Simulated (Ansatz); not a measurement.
The cluster Ti2Cl2, relaxed as a singlet with RKS PBE-D4/def2-SVP in Ansatz, starting from the GFN1-xTB geometry. Force threshold 0.02 eV/Å.

The restricted singlet is unstable towards broken spin symmetry at other levels; at PBE-D4/def2-SVP this wasn't settled. Another isomer (triplet) lies 0.51 eV lower at PBE0-D4/def2-TZVP; other spin states weren't run for this one.

Start:

```xyz
4

Ti   -0.051    1.286   -0.595
Ti   -0.974   -0.587    0.822
Cl    1.732    1.964   -1.650
Cl   -0.707   -2.662    1.423
```

| step | energy (eV) | largest force component (eV/Å) | SCF passes |
| --- | --- | --- | --- |
| 1 | -71238.6790 | 2.032 | 34 |
| 2 | -71239.7592 | 2.704 | 36 |
| 3 | -71240.3288 | 3.265 | 28 |
| 4 | -71240.5077 | 1.094 | 30 |
| 5 | -71240.5599 | 0.532 | 32 |
| 6 | -71240.5754 | 0.353 | 30 |
| 7 | -71240.5884 | 0.015 | 23 |
| 8 | -71240.5889 | 0.005 | 23 |
| 9 | -71240.5890 | 0.010 | 23 |

Force components are those of the run's own axes.

End:

Cartesian coordinates in Å:
```
Ti 0.112 0.889 -0.421
Ti -0.636 -0.536 0.538
Cl 1.497 2.176 -1.640
Cl -0.973 -2.530 1.523
```

By distances, no bond broke or formed. The bond that changes most is Ti1–Ti2, from 2.52 to 1.87 Å (atoms count from 1).

The force fell under the threshold at step 7, but the optimiser went on. No frequencies were taken in this run, so the end may be a saddle point.

Hardware: 4 threads of Arm Neoverse V1 on a shared host. Wall time 9.5 s.
